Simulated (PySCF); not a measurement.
Simulation results for C2H7GeO, C2H7BGe

Calculation on a computer-drawn molecule: optimised geometry and harmonic frequencies of an isolated molecule of the commonest isotopes, restricted reference for singlets and unrestricted otherwise, frozen core in MP2; on germanium a core potential holds 10 electrons, which the energies leave out, and 3d is frozen in MP2 and coupled-cluster steps. Program: PySCF 2.14.0.

Common to all runs: charge 0; method HF; basis cc-pVDZ; basis and core potential on germanium cc-pVDZ-PP ECP10MDF.

```json
{"entry": 1, "formula": "C2H7GeO", "start_structure": {"atoms_angstrom": [["C", -2.3711, 1.9119, -0.3702], ["C", -1.0714, 1.3713, -0.9502], ["O", -0.3806, 0.5226, -0.1054], ["Ge", 0.3924, 0.9038, 1.4331], ["H", -2.0812, 2.5299, 0.4869], ["H", -2.9336, 2.5056, -1.1006], ["H", -3.0222, 1.1245, 0.057], ["H", -0.5242, 2.1605, -1.3436], ["H", -1.4359, 0.668, -1.817], ["H", 1.2739, -0.4049, 1.4241], ["H", 1.4602, 2.0931, 0.9914]]}, "given": {"multiplicity": 2, "drawn_bonds_atom": [1, 2, 3, 1, 1, 1, 2, 2, 4, 4], "drawn_bonds_other_atom": [2, 3, 4, 5, 6, 7, 8, 9, 10, 11], "drawn_bonds_order": [1, 1, 1, 1, 1, 1, 1, 1, 1, 1]}, "results": {"optimised_atom_element": ["C", "C", "O", "Ge", "H", "H", "H", "H", "H", "H", "H"], "optimised_atom_x [angstrom]": [-2.468, -1.131, -0.5302, 0.6462, -2.345, -2.948, -3.131, -0.469, -1.274, 1.256, 1.7], "optimised_atom_y [angstrom]": [1.891, 1.387, 0.4939, 0.9582, 2.47, 2.532, 1.05, 2.234, 0.847, -0.3661, 1.889], "optimised_atom_z [angstrom]": [-0.3758, -0.8891, 0.01157, 1.264, 0.5432, -1.12, -0.1607, -1.107, -1.828, 1.741, 0.6261], "modes_frequency [cm^-1]": [44.56, 116.5, 203.6, 302.5, 435.7, 642.3, 705.9, 766.2, 864.6, 901.0, 985.9, 1174, 1231, 1283, 1416, 1497, 1539, 1579, 1594, 1626, 2141, 2199, 3143, 3174, 3210, 3246, 3263], "modes_reduced_mass [dalton]": [2.455, 1.231, 1.815, 1.359, 2.892, 2.93, 1.339, 1.087, 1.108, 1.032, 2.139, 2.308, 3.437, 1.669, 1.094, 1.223, 1.346, 1.042, 1.058, 1.089, 1.018, 1.023, 1.068, 1.039, 1.096, 1.102, 1.104], "rotational_constants [GHz]": [15.56, 2.058, 1.976], "total_energy [hartree]": -448.0293, "spin_squared": 0.7549, "convergence_status_largest_gradient_component [hartree/bohr]": 1.649e-05}}
{"entry": 2, "formula": "C2H7BGe", "start_structure": {"atoms_angstrom": [["C", -1.5475, 3.3409, -1.28], ["B", -0.0179, 3.3658, -1.5813], ["Ge", 1.3252, 2.4423, -0.1891], ["C", 1.262, 0.6821, -1.1869], ["H", -1.8775, 4.3386, -0.9469], ["H", -2.1044, 3.2269, -2.2418], ["H", -1.9796, 2.6253, -0.5885], ["H", 0.4462, 3.9283, -2.4863], ["H", 1.8064, -0.0426, -0.7058], ["H", 1.6035, 0.8544, -2.1421], ["H", 0.2337, 0.312, -1.2477]]}, "given": {"multiplicity": 1, "drawn_bonds_atom": [1, 2, 3, 1, 1, 1, 2, 4, 4, 4], "drawn_bonds_other_atom": [2, 3, 4, 5, 6, 7, 8, 9, 10, 11], "drawn_bonds_order": [1, 1, 1, 1, 1, 1, 1, 1, 1, 1]}, "results": {"optimised_atom_element": ["C", "B", "Ge", "C", "H", "H", "H", "H", "H", "H", "H"], "optimised_atom_x [angstrom]": [-1.635, -0.06358, 1.273, 1.318, -1.9, -2.136, -2.061, 0.4092, 2.002, 1.629, 0.3162], "optimised_atom_y [angstrom]": [3.428, 3.356, 2.369, 0.6184, 4.468, 3.203, 2.791, 3.981, -0.08895, 0.7727, 0.1751], "optimised_atom_z [angstrom]": [-1.308, -1.481, -0.1856, -1.192, -1.072, -2.257, -0.5296, -2.402, -0.7216, -2.231, -1.215], "modes_frequency [cm^-1]": [50.85, 65.74, 91.73, 159.0, 175.3, 455.0, 542.4, 649.2, 703.5, 797.8, 821.6, 916.0, 1038, 1174, 1338, 1421, 1541, 1547, 1563, 1566, 2621, 3142, 3152, 3203, 3228, 3236, 3268], "modes_reduced_mass [dalton]": [1.108, 1.137, 2.003, 2.579, 2.67, 3.908, 4.17, 1.146, 1.128, 1.288, 1.11, 1.628, 2.993, 1.503, 1.204, 1.264, 1.055, 1.062, 1.062, 1.06, 1.089, 1.042, 1.035, 1.092, 1.099, 1.102, 1.103], "rotational_constants [GHz]": [7.786, 2.574, 2.136], "total_energy [hartree]": -397.8297, "convergence_status_largest_gradient_component [hartree/bohr]": 2.192e-05}}
```
